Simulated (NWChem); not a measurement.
## F3In

SMILES: [F][In]([F])[F]
```xyz
4

In     0.0000     0.0000     0.0000
F      0.0000     0.0000     1.9351
F     -1.6757     0.0000    -0.9677
F      1.6757     0.0000    -0.9677
```
Charge 0, spin multiplicity 1.

Program: NWChem. Structure: optimised with PBE0/def2-SVP with def2 effective core potentials on In, a minimum by its harmonic frequencies.

Symmetry labels belong to the abelian group C2v used in the runs, with the axes of the coordinates shown; states degenerate in a higher group split over its labels.

Effective core potentials replace the inner electrons of In; spin-orbit coupling is left out. The structure started from a generated list of species.

Problem. List the lowest 6 singlet excitations that TD-BHandHLYP/def2-SVP with def2 effective core potentials on In gives, with oscillator strengths.

Solution. 
| state | symmetry | energy (eV) | wavelength (nm) | f |
|---|---|---|---|---|
| 1 | a2 | 6.64 | 187 | 0.000 |
| 2 | b2 | 6.64 | 187 | 0.000 |
| 3 | b1 | 6.65 | 187 | 0.000 |
| 4 | b1 | 6.73 | 184 | 0.062 |
| 5 | a1 | 6.73 | 184 | 0.062 |
| 6 | b2 | 7.28 | 170 | 0.065 |
